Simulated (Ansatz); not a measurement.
W(NH)2(NH2)2 (WN4H6). Total charge 0; singlet. Geometry PBE-D4/def2-SVP, basis def2-TZVP, Ansatz.

```
run  HOMO (eV)  LUMO (eV)
  A      -5.22      -1.06
  B      -6.83      -0.26
  C      -5.63      -1.05
  D      -9.30       1.90
  E      -6.63      -0.34
  F      -6.23      -0.72
```

In the def2 sets W takes a core potential; there is no spin–orbit coupling. LC-ωPBE has ω = 0.4 bohr⁻¹. HSE06 is defined as in plane-wave codes, on full-range PBE exchange.

The runs used BLYP, HSE06, LC-ωPBE, PBE0, r2SCAN, r2SCAN0. Estimate which is which.

A BLYP (0 % exact exchange); B r2SCAN0 (25 % exact exchange); C r2SCAN (0 % exact exchange); D LC-ωPBE (range-separated); E PBE0 (25 % exact exchange); F HSE06 (range-separated). Exact exchange lowers occupied and raises empty levels; among semilocal functionals meta-GGAs tend to open the gap a little, and such runs are hard to tell apart. The gap grows from 4.16 eV (BLYP) to 11.20 eV (LC-ωPBE).
